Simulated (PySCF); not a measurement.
Vertical excitations of a molecule C₂H₆AlClO from TDA-ωB97X/def2-SVPD (PySCF), as energy in eV (oscillator strength): 6.92 (0.001), 7.27 (0.031), 7.36 (0.013), 7.48 (0.027), 7.67 (0.094), 8.17 (0.016), 8.22 (0.031), 8.32 (0.132), 8.49 (0.163), 8.91 (0.071). Lowest triplet (TDA): 6.66 eV. Geometry: ωB97X-D3(BJ)/def2-SVP. The values are those of a single conformer.

Question: Identify the compound among the candidates.
A. C[CH2][Al]([OH])[Cl]
B. CC[O][AlH][Cl]
C. C[O][Al]([CH3])[Cl]

Answer: B, CC[O][AlH][Cl]
